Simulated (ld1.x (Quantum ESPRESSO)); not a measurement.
# How hard is this helium (He) TM potential?

```json
{"Element": "He", "Generator": "ld1.x (Quantum ESPRESSO) 7.5", "Type": "norm-conserving Troullier–Martins (Kleinman–Bylander form)", "Functional": "LDA (PZ)", "Relativity": "fully relativistic", "Frozen core": "none", "Valence charge": "2", "Reference configuration": "1s2", "Partial waves": "2p channel at 0.1 Ry: rc 0.60 bohr; 1s (bound): rc 0.65 bohr", "Local potential": "the s channel", "Core correction": "none"}
```

Open shells are filled in proportion to 2j + 1 (rel_dist='average').

The pseudo-atom Hamiltonian at the reference potential is diagonalised in spherical Bessel functions j_l(qr) that vanish at 20 bohr, with q² up to the cutoff. All-electron valence levels (Ry): 1s -1.1404.

Question: How do the lowest levels (Ry) of each channel move with the cutoff, and are there ghosts?

Answer:

```
cutoff (Ry)  p1/2 #1  p3/2 #1     s #1    s #2    d #1    d #2    f #1    f #2  Σ f·Δε (mRy)
          8   0.0459   0.0459  -0.6383  0.0241  0.0822  0.2011  0.1218  0.2691        1004.4
         15   0.0459   0.0459  -0.7944  0.0219  0.0822  0.2011  0.1218  0.2691         692.3
         30   0.0459   0.0459  -0.9666  0.0198  0.0822  0.2011  0.1218  0.2691         347.9
         45   0.0459   0.0459  -1.0482  0.0188  0.0822  0.2011  0.1218  0.2691         184.6
         70   0.0459   0.0459  -1.1082  0.0182  0.0822  0.2011  0.1218  0.2691          64.6
        100   0.0459   0.0459  -1.1309  0.0179  0.0822  0.2011  0.1218  0.2691          19.1
        160   0.0459   0.0459  -1.1398  0.0178  0.0822  0.2011  0.1218  0.2691           1.3
        230   0.0459   0.0459  -1.1401  0.0178  0.0822  0.2011  0.1218  0.2691           0.8
        400   0.0459   0.0459  -1.1405  0.0178  0.0822  0.2011  0.1218  0.2691           0.0
```

Result: no extra level below or beside the all-electron valence levels (p1/2, p3/2, s, d, f tested); 10 mRy is reached at 120 Ry and 1 mRy at 180 Ry.
